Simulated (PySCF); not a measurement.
Cl3FTi, SMILES [F][Ti]([Cl])([Cl])[Cl], multiplicity 1. The structure is a stationary point at ωB97X-D3(BJ)/def2-SVP. The spin state was assumed, not searched.

Computed equilibrium geometry at ωB97X-D3(BJ)/def2-SVP (PySCF confirms it by a frequency run) as bond lengths and angles, and its point group:
point group C3v.
Atoms: F1 Ti2 Cl3 Cl4 Cl5. Bonds (Å): F1–Ti2 1.713, Ti2–Cl3 2.152, Ti2–Cl4 2.152, Ti2–Cl5 2.152. Angles (°): F1–Ti2–Cl3 109.2, F1–Ti2–Cl4 109.2, F1–Ti2–Cl5 109.2, Cl3–Ti2–Cl4 109.8, Cl3–Ti2–Cl5 109.8, Cl4–Ti2–Cl5 109.8.
Charge 0, spin multiplicity 1.
